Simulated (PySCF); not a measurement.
C4HCl2F, SMILES C#CC(F)=C(Cl)Cl. Atoms are numbered in the order given.

```xyz
8

C     -0.1553    -3.1289     0.0000
C      0.2258    -1.9815     0.0000
C      0.6920    -0.6280     0.0000
F      2.0159    -0.4666     0.0000
C     -0.1072     0.4543     0.0000
Cl    -1.8146     0.3185     0.0000
Cl     0.5454     2.0375     0.0000
H     -0.4988    -4.1494     0.0000
```

Geometry: ωB97X-D3(BJ)/def2-SVP. The structure was generated by enumeration, and PubChem lists no compound with its InChIKey, so it may never have been made.

Computed with KT2/pcSseg-1 (PySCF).

GIAO shieldings, no solvent; atoms listed in one row are averaged. δ = σ(ref) − σ: ¹³C against TMS (σ = 185.1 ppm); ¹⁹F against CFCl3 (σ = 127.1 ppm); ³⁵Cl against HCl (σ = 945.4 ppm); ¹H against TMS (σ = 31.47 ppm), references at their B3LYP-D3(BJ)/def2-TZVP geometries, non-relativistic (without spin–orbit terms, shifts of atoms bonded to Cl or Br come out too high).

### Question
Estimate the chemical shifts. (An estimate is asked for; the answer gives what the named calculation found.)

### Answer

```json
[
 {"nucleus": "¹³C", "atoms": "C3", "count": "1", "δ (ppm)": "140.8"},
 {"nucleus": "¹³C", "atoms": "C5", "count": "1", "δ (ppm)": "131.3"},
 {"nucleus": "¹³C", "atoms": "C1", "count": "1", "δ (ppm)": "92.5"},
 {"nucleus": "¹³C", "atoms": "C2", "count": "1", "δ (ppm)": "72.4"},
 {"nucleus": "¹⁹F", "atoms": "F4", "count": "1", "δ (ppm)": "-136.7"},
 {"nucleus": "³⁵Cl", "atoms": "Cl7", "count": "1", "δ (ppm)": "320.2"},
 {"nucleus": "³⁵Cl", "atoms": "Cl6", "count": "1", "δ (ppm)": "300.5"},
 {"nucleus": "¹H", "atoms": "H8", "count": "1", "δ (ppm)": "4.29"}
]
```
